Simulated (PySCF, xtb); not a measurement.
ClGeH5SSi, SMILES Cl[SiH2][S][GeH3]. One conformer was computed; it need not be the lowest.

Harmonic wavenumbers (cm⁻¹) from GFN2-xTB run with xtb 6.7.1 at its own minimum, in rising order: 25, 94, 160, 202, 378, 465, 474, 496, 497, 546, 548, 667, 753, 757, 831, 839, 1940, 2024, 2047, 2316, 2333.

Question: What does PySCF 2.14.0 with B3LYP-D3(BJ)/def2-SVP give at its own minimum? (An estimate is asked for; the answer gives what the named calculation found.)

Answer: 50, 94, 108, 198, 375, 489, 540, 559, 570, 602, 714, 824, 868, 879, 882, 945, 2137, 2155, 2159, 2244, 2264. Paired by order, the mean absolute difference is 79 cm⁻¹ and the zero-point energies are 26.3 and 28.1 kcal/mol.
